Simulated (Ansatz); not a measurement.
Consider the substitution at a C–O bond: `C[O][Sn]([OH])([F])[Cl]` + `C[SiH2]N[SiH3]` → `C[SiH2]N(C)[SiH3]` + `[OH][Sn]([OH])([F])[Cl]`.

Computed with Ansatz on PBE0-D4/def2-TZVP structures; ΔE is electronic, products minus reactants. CCSD(T)/CBS adds triple-zeta CCSD(T) − MP2 to the extrapolated MP2 energy (def2 sets, frozen cores). Functionals use def2-TZVPP. HSE06 is defined as in plane-wave codes. Elements past krypton have def2 core potentials. For Sn outer-core shells are correlated without core-valence functions, which leaves a few kJ/mol of doubt a bond. Each species was taken in one conformer, which may not be the lowest.

`C[O][Sn]([OH])([F])[Cl]`:

Cartesian coordinates in Å:
```
C 1.078 -1.139 -0.846
O 0.255 -1.132 0.309
Sn -0.884 0.370 0.692
O 0.185 1.935 1.077
F -1.866 -0.122 2.235
Cl -2.392 0.818 -0.986
H 1.823 -0.337 -0.824
H 0.493 -1.058 -1.769
H 1.602 -2.097 -0.856
H -0.295 2.761 0.968
```

`C[SiH2]N[SiH3]`:

Cartesian coordinates in Å:
```
C 1.564 -1.479 -0.403
Si 0.649 0.096 -0.806
N -0.947 0.131 -0.141
Si -1.581 1.183 1.069
H 2.564 -1.467 -0.847
H 1.668 -1.605 0.677
H 1.035 -2.351 -0.797
H 0.591 0.240 -2.289
H 1.362 1.270 -0.236
H -1.615 -0.501 -0.560
H -0.441 1.717 1.857
H -2.504 0.431 1.962
H -2.346 2.336 0.513
```

`C[SiH2]N(C)[SiH3]`:

Z-matrix (Å, degrees):
```
C
Si 1 1.867
H 1 1.092 2 110.9
H 1 1.094 2 110.1 3 -119.9
H 1 1.093 2 111.7 3 120.7
N 2 1.730 1 112.3 3 -61.6
H 2 1.494 1 108.1 3 177.0
H 2 1.486 1 110.4 3 58.0
Si 6 1.724 2 125.6 1 120.5
C 6 1.461 2 117.4 1 -67.0
H 9 1.492 6 112.4 2 108.1
H 9 1.491 6 109.5 2 -133.5
H 9 1.483 6 108.9 2 -13.0
H 10 1.097 6 112.2 2 -93.5
H 10 1.095 6 111.0 2 145.7
H 10 1.094 6 111.2 2 27.0
```

`[OH][Sn]([OH])([F])[Cl]`:

Z-matrix (Å, degrees):
```
Sn
O 1 1.927
F 1 1.904 2 110.9
O 1 1.934 2 108.9 3 116.5
Cl 1 2.280 2 109.2 3 -117.2
H 2 0.962 1 112.1 3 -90.9
H 4 0.962 1 113.0 2 -149.3
```

Task: Is it downhill or uphill in electronic energy at CCSD(T)/CBS, and by how much? (Best estimate.)

Result: Ansatz gave: Downhill: ΔE = -17.5 kJ/mol.

Task: What do these levels give: LDA (SPW92), CAM-B3LYP-D4, HSE06, CAM-B3LYP, CCSD/def2-SVP, CCSD(T)/def2-SVP? (Estimate.)

Result: The calculation gave: LDA (SPW92) -23.5, CAM-B3LYP-D4 -15.0, HSE06 -15.9, CAM-B3LYP -11.9, CCSD/def2-SVP -13.5, CCSD(T)/def2-SVP -14.5 kJ/mol.

Largest T1 diagnostic among the species: 0.014.

Leaving LDA and LC-ωPBE aside and taking each functional with its dispersion term where it has one, the values, not all of them listed here, spread over 7.9 kJ/mol, from revPBE-D4 to B2PLYP. LDA lies −8.8 kJ/mol from PBE without D4. From BLYP to BHLYP (50 % exact exchange), in def2-TZVPP and without D4, ΔE moves by −3.5 kJ/mol. The D4 term adds −5.7 kJ/mol with B3LYP and −3.0 kJ/mol with PBE0; it sums over pairs of atoms, weighted by their polarisabilities, and B3LYP, whose exchange is more repulsive, gets the larger term.

B3LYP here is the variant with VWN-RPA as its local correlation; programs differ in this.
